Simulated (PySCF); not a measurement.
B(H)(Me)(OH) (CH₅BO), SMILES CBO. Geometry optimised at B3LYP-D3(BJ)/def2-TZVP. One conformer was computed; it need not be the lowest.

Computed with B3LYP-D3(BJ)/def2-TZVP (PySCF).

Harmonic wavenumbers (cm⁻¹): 116, 394, 567, 781, 790, 930, 991, 1080, 1190, 1326, 1380, 1458, 1475, 2600, 3010, 3064, 3075, 3792. Rotational constants (GHz): 45.49, 8.682, 7.627; symmetry number 1.

Problem. Work out the zero-point energy and the ideal-gas rigid-rotor harmonic-oscillator thermochemistry at 298.15 K and 1 atm.

Solution. ZPE = ½ Σ hcν = ½ × 28019 cm⁻¹ = 40.06 kcal/mol. H − E(el) = 43.38 kcal/mol. Entropy in cal/(mol K): translation 37.26, rotation 22.19, vibration 5.51, total 64.96. G − E(el) = 24.01 kcal/mol. Cp = 15.59 cal/(mol K). Modes under 150 cm⁻¹ make the vibrational entropy uncertain.
